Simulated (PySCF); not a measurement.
Isomers of C10H16.

All values: PBE0/pcSseg-1 (PySCF) at PBE0-D3(BJ)/def2-SVP geometries, gas phase, one conformer each. Dipoles and anisotropies that the point group forbids are given as zero.

**Question.** Rank by HOMO energy, highest first.
A. `CC1=CC[C@@H]2C[C@H]1C2(C)C` (alpha-pinene)
B. adamantane, `C1C2CC3CC1CC(C2)C3`
C. beta-pinene (`C=C1CC[C@H]2C[C@@H]1C2(C)C`)
D. `[CH2:1]1[CH2:2][C@@H:3]2[C@@H:4]3[CH2:5][CH2:6][C@@H:7]([CH2:8]3)[C@@H:9]2[CH2:10]1` with C10–C1–C2–C3 31°, C1–C2–C3–C4 96°, C2–C3–C4–C5 -47°, C3–C4–C5–C6 -71°
E. `[CH2:1]=[C:2]([CH3:3])[C@@H:4]1[CH2:5][CH:6]=[C:7]([CH3:8])[CH2:9][CH2:10]1` with C1–C2–C4–C5 -111°, C2–C4–C5–C6 -172°, C4–C5–C6–C7 15°, C6–C7–C9–C10 14°, C7–C9–C10–C4 -46°
F. `[CH2:1]1[CH2:2][CH:3]([C@@H:4]2[CH2:5][C:6]23[CH2:7][CH2:8][CH2:9]3)[CH2:10]1` with C2–C3–C4–C5 -92°, C10–C1–C2–C3 19°, C1–C2–C3–C4 -142°, C3–C4–C5–C6 -110°, C4–C5–C6–C7 116°

**Answer.** A (-6.40 eV), E (-6.60 eV), C (-6.73 eV), F (-7.23 eV), B (-7.84 eV), D (-7.96 eV).

**Question.** Rank by LUMO energy, highest first.
A. `[CH2:1]1[CH2:2][CH:3]([C@@H:4]2[CH2:5][C:6]23[CH2:7][CH2:8][CH2:9]3)[CH2:10]1` with C2–C3–C4–C5 -92°, C10–C1–C2–C3 19°, C1–C2–C3–C4 -142°, C3–C4–C5–C6 -110°, C4–C5–C6–C7 116°
B. `[CH2:1]=[CH:2][C@@H:3]1[CH2:4][C@@H:5]2[CH2:6][CH2:7][CH2:8][C@H:9]1[CH2:10]2` with C1–C2–C3–C4 -9°
C. `[CH2:1]1[CH2:2][C@@H:3]2[C@@H:4]3[CH2:5][CH2:6][C@@H:7]([CH2:8]3)[C@@H:9]2[CH2:10]1` with C10–C1–C2–C3 31°, C1–C2–C3–C4 96°, C2–C3–C4–C5 -47°, C3–C4–C5–C6 -71°
D. alpha-pinene, `CC1=CC[C@@H]2C[C@H]1C2(C)C`
E. `C1C2CC3CC1CC(C2)C3` (adamantane)

**Answer.** A (1.43 eV), C (1.16 eV), E (1.03 eV), D (0.61 eV), B (0.44 eV).

**Question.** Rank by the lowest Hirshfeld charge on any atom, lowest value first.
A. `C1C2CC3CC1CC(C2)C3` (adamantane)
B. `[CH2:1]=[C:2]([CH3:3])[C@@H:4]1[CH2:5][CH:6]=[C:7]([CH3:8])[CH2:9][CH2:10]1` with C1–C2–C4–C5 -111°, C2–C4–C5–C6 -172°, C4–C5–C6–C7 15°, C6–C7–C9–C10 14°, C7–C9–C10–C4 -46°
C. `[CH2:1]=[CH:2][C@@H:3]1[CH2:4][C@@H:5]2[CH2:6][CH2:7][CH2:8][C@H:9]1[CH2:10]2` with C1–C2–C3–C4 -9°
D. `[CH2:1]1[CH2:2][CH:3]([C@@H:4]2[CH2:5][C:6]23[CH2:7][CH2:8][CH2:9]3)[CH2:10]1` with C2–C3–C4–C5 -92°, C10–C1–C2–C3 19°, C1–C2–C3–C4 -142°, C3–C4–C5–C6 -110°, C4–C5–C6–C7 116°

**Answer.** B (-0.120 e), C (-0.108 e), D (-0.097 e), A (-0.072 e).

All values together:

```csv
SMILES,μ (D),HOMO (eV),LUMO (eV),lowest IAO charge (e),highest IAO charge (e),lowest Hirshfeld charge (e),highest Hirshfeld charge (e)
C=C1CC[C@H]2C[C@@H]1C2(C)C,0.67,-6.73,0.54,-0.414 (C),+0.147 (H),-0.125 (C),+0.043 (H)
CC1=CC[C@@H]2C[C@H]1C2(C)C,0.20,-6.40,0.61,-0.417 (C),+0.143 (H),-0.126 (C),+0.044 (H)
C=C[C@@H]1C[C@@H]2CCC[C@H]1C2,0.39,-7.21,0.44,-0.328 (C),+0.147 (H),-0.108 (C),+0.044 (H)
C=C(C)[C@@H]1CC=C(C)CC1,0.59,-6.60,0.51,-0.414 (C),+0.144 (H),-0.120 (C),+0.045 (H)
C1CC([C@@H]2CC23CCC3)C1,0.15,-7.23,1.43,-0.295 (C),+0.142 (H),-0.097 (C),+0.044 (H)
C1C[C@@H]2[C@@H]3CC[C@@H](C3)[C@@H]2C1,0.11,-7.96,1.16,-0.265 (C),+0.132 (H),-0.075 (C),+0.036 (H)
C1C2CC3CC1CC(C2)C3,0.00,-7.84,1.03,-0.256 (C),+0.125 (H),-0.072 (C),+0.035 (H)
C=CC[C@@H]1[C@H]2C[C@@H]1[C@H](C)C2,0.27,-7.30,0.43,-0.406 (C),+0.147 (H),-0.117 (C),+0.044 (H)
```

Conformers: `[CH2:1]=[CH:2][C@@H:3]1[CH2:4][C@@H:5]2[CH2:6][CH2:7][CH2:8][C@H:9]1[CH2:10]2` with C1–C2–C3–C4 -9°; `[CH2:1]=[C:2]([CH3:3])[C@@H:4]1[CH2:5][CH:6]=[C:7]([CH3:8])[CH2:9][CH2:10]1` with C1–C2–C4–C5 -111°, C2–C4–C5–C6 -172°, C4–C5–C6–C7 15°, C6–C7–C9–C10 14°, C7–C9–C10–C4 -46°; `[CH2:1]1[CH2:2][CH:3]([C@@H:4]2[CH2:5][C:6]23[CH2:7][CH2:8][CH2:9]3)[CH2:10]1` with C2–C3–C4–C5 -92°, C10–C1–C2–C3 19°, C1–C2–C3–C4 -142°, C3–C4–C5–C6 -110°, C4–C5–C6–C7 116°; `[CH2:1]1[CH2:2][C@@H:3]2[C@@H:4]3[CH2:5][CH2:6][C@@H:7]([CH2:8]3)[C@@H:9]2[CH2:10]1` with C10–C1–C2–C3 31°, C1–C2–C3–C4 96°, C2–C3–C4–C5 -47°, C3–C4–C5–C6 -71°; `[CH2:1]=[CH:2][CH2:3][C@@H:4]1[C@H:5]2[CH2:6][C@@H:7]1[C@H:8]([CH3:9])[CH2:10]2` with C1–C2–C3–C4 -121°, C2–C3–C4–C5 166°.
